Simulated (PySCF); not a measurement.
Input file for PySCF: D3(BJ) and D4 dispersion corrections on ClGeH3O (SMILES [OH][GeH2][Cl]), a point of a torsion scan.

```python
from pyscf import gto
from pyscf.dispersion import dftd3, dftd4

mol = gto.M(
    atom='''
    O     1.26564535    0.04141583   -0.44509623
    Ge   -0.40118541   -0.14469176   -0.00623329
    Cl   -0.47447744   -0.43863383    2.07290408
    H     1.87019755    0.42259773    0.18860035
    H    -0.84280580   -1.35728969   -0.76949545
    H    -1.16442471    1.10692926   -0.36746146
    ''',
    basis='def2-svp',
    charge=0, spin=0, verbose=0, max_memory=1800)
d3, d4 = {}, {}
for xc in ['hf', 'pbe', 'blyp', 'revpbe', 'tpss', 'r2scan', 'b3lyp', 'pbe0', 'bhlyp', 'camb3lyp', 'b2plyp']:
    d3[xc] = float(dftd3.DFTD3Dispersion(mol, xc=xc, version='d3bj', atm=False).get_dispersion()['energy'])
    print(f'D3(BJ) {xc:10s} {d3[xc]:14.8f} Eh')
for xc in ['hf', 'pbe', 'blyp', 'revpbe', 'tpss', 'r2scan', 'b3lyp', 'pbe0', 'bhlyp', 'camb3lyp', 'b2plyp']:
    d4[xc] = float(dftd4.DFTD4Dispersion(mol, xc={'camb3lyp': 'cam-b3lyp'}.get(xc, xc), atm=True).get_dispersion()['energy'])
    print(f'D4     {xc:10s} {d4[xc]:14.8f} Eh')
```

Program output:

```
D3(BJ) hf            -0.03379124 Eh
D3(BJ) pbe           -0.00391859 Eh
D3(BJ) blyp          -0.00888949 Eh
D3(BJ) revpbe        -0.00952042 Eh
D3(BJ) tpss          -0.00507656 Eh
D3(BJ) r2scan        -0.00103931 Eh
D3(BJ) b3lyp         -0.00737630 Eh
D3(BJ) pbe0          -0.00351057 Eh
D3(BJ) bhlyp         -0.00626779 Eh
D3(BJ) camb3lyp      -0.00337888 Eh
D3(BJ) b2plyp        -0.00367736 Eh
D4     hf            -0.01382219 Eh
D4     pbe           -0.00400630 Eh
D4     blyp          -0.00882826 Eh
D4     revpbe        -0.01135172 Eh
D4     tpss          -0.00539779 Eh
D4     r2scan        -0.00088851 Eh
D4     b3lyp         -0.00656376 Eh
D4     pbe0          -0.00336064 Eh
D4     bhlyp         -0.00536184 Eh
D4     camb3lyp      -0.00343147 Eh
D4     b2plyp        -0.00276306 Eh
```

The run finished.

Cost: about 0.020 core-seconds (a rough figure).
